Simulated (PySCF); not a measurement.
**How good is the calculation?**

Geometry:
```json
{"atom": "O1", "x (Å)": "2.664", "y (Å)": "-1.125", "z (Å)": "-0.341"}
{"atom": "C2", "x (Å)": "1.884", "y (Å)": "0.027", "z (Å)": "-0.558"}
{"atom": "C3", "x (Å)": "0.611", "y (Å)": "0.056", "z (Å)": "0.288"}
{"atom": "C4", "x (Å)": "-0.320", "y (Å)": "-1.129", "z (Å)": "0.010"}
{"atom": "C5", "x (Å)": "-1.688", "y (Å)": "-0.613", "z (Å)": "0.439"}
{"atom": "C6", "x (Å)": "-1.702", "y (Å)": "0.814", "z (Å)": "-0.109"}
{"atom": "C7", "x (Å)": "-0.250", "y (Å)": "1.307", "z (Å)": "0.021"}
{"atom": "H8", "x (Å)": "2.861", "y (Å)": "-1.190", "z (Å)": "0.600"}
{"atom": "H9", "x (Å)": "1.631", "y (Å)": "0.009", "z (Å)": "-1.620"}
{"atom": "H10", "x (Å)": "2.477", "y (Å)": "0.934", "z (Å)": "-0.358"}
{"atom": "H11", "x (Å)": "0.901", "y (Å)": "0.034", "z (Å)": "1.346"}
{"atom": "H12", "x (Å)": "-0.323", "y (Å)": "-1.347", "z (Å)": "-1.059"}
{"atom": "H13", "x (Å)": "-0.017", "y (Å)": "-2.030", "z (Å)": "0.541"}
{"atom": "H14", "x (Å)": "-2.507", "y (Å)": "-1.216", "z (Å)": "0.051"}
{"atom": "H15", "x (Å)": "-1.755", "y (Å)": "-0.600", "z (Å)": "1.529"}
{"atom": "H16", "x (Å)": "-2.401", "y (Å)": "1.455", "z (Å)": "0.426"}
{"atom": "H17", "x (Å)": "-1.998", "y (Å)": "0.796", "z (Å)": "-1.158"}
{"atom": "H18", "x (Å)": "-0.151", "y (Å)": "2.022", "z (Å)": "0.838"}
{"atom": "H19", "x (Å)": "0.072", "y (Å)": "1.805", "z (Å)": "-0.893"}
```

- GFN2-xTB structure
- shieldings: GIAO PBE0/pcSseg-1
- program: PySCF 2.14.0 with density-fitted response routines
- one averaged value for each set of equivalent atoms, one computed conformer, no solvent, non-relativistic

Reference values: measured (solution, not stated per compound (mostly CDCl3 or CCl4); Pretsch, Buehlmann, Badertscher, Structure Determination of Organic Compounds, 4th ed. (2009)).
```
atoms  quantity  reference  computed  computed, scaled
   C3     δ 13C       41.2      49.2              45.8
C4/C7     δ 13C       28.3      32.8              29.8
C5/C6     δ 13C       24.5      29.8              26.9
```

Computed shifts are σ(ref) − σ with the named reference compound (TMS for H and C) calculated as an isolated molecule at the same level. The measured values may be among those fitted. Shieldings were converted by linear fits to measured shifts (mostly CDCl3, TMS scale, for H and C): 13C (scatter 2.1 ppm rms, 2.3 ppm with the 13 outliers that the fit left out). A few per cent of atoms miss by over 2 rms, more outside the fitted compound classes.

Question: How far are the unscaled 13C shifts from the references?

Answer: Mean signed difference +5.93 ppm, mean absolute 5.93 ppm over 3 comparisons; the largest is +8.0 ppm at C3 (sp3 CH in a ring).

The carbons averaged at δ 32.8 differ by 10 ppm in this conformer.
